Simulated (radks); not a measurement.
Results of a calculation; reference values are marked as such.
Spherical quantum dot in the effective-mass picture: electrons in a parabolic well V = omega^2 r^2 / 2 with omega = 0.325, with a point charge +1 (a donor) at the centre, all in effective atomic units (hartree* = m*/eps^2 hartree, bohr* = eps/m* bohr), one dielectric constant everywhere. Level of theory: non-relativistic Kohn-Sham, LDA (Slater exchange, Perdew-Wang correlation), spin-polarised, spherical densities (a radial shooting solver with Libxc functionals). Levels are named by radial order and angular momentum (1s, 1p, 1d, 2s, ...), and open shells are averaged over m.

N = 14, configuration 1s2 1p6 1d(up 4, down 0) 2s2. This is the lowest configuration that the search found. Occupied and some empty levels:

level,occupation,eigenvalue (hartree*),<r> (bohr*)
1s up,1,3.5530,2.467
1s down,1,3.5709,2.334
1p up,3,3.7385,3.814
1p down,3,3.7723,3.792
2s up,1,3.8367,3.390
2s down,1,3.8598,3.491
1d up,4,3.8957,4.295
1d down,0,3.9311,4.307
1f up,0,4.0738,4.663
1f down,0,4.1082,4.690
2p up,0,4.1483,4.011
2p down,0,4.1697,4.023
1g up,0,4.2708,4.980
1g down,0,4.3030,5.015

Energy (hartree*): total 30.3372, kinetic 3.8209, external 6.3335, Hartree 23.655, exchange-correlation -3.4722.
